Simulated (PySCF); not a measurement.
H₄BrNSi, SMILES N[SiH2]Br (PBE0/def2-SVP optimised geometry):

```
7

N      1.091    -0.681     0.000
Si    -0.624    -0.681     0.000
Br    -1.594     1.352     0.000
H      1.594    -0.401     0.835
H      1.594    -0.399    -0.835
H     -1.094    -1.352     1.240
H     -1.094    -1.350    -1.241
```

Method: PBE0/def2-TZVP (PySCF).

What are the frontier orbital energies and the dipole moment?

HOMO-2 -8.53 eV, HOMO-1 -8.16 eV, HOMO -7.91 eV, LUMO 0.25 eV, LUMO+1 0.54 eV; dipole moment 2.10 D.

Meta-Löwdin charges at PBE0/def2-TZVP: N1 -0.72, Si2 0.73, Br3 -0.31, H4 0.25, H5 0.25, H6 -0.09, H7 -0.09.
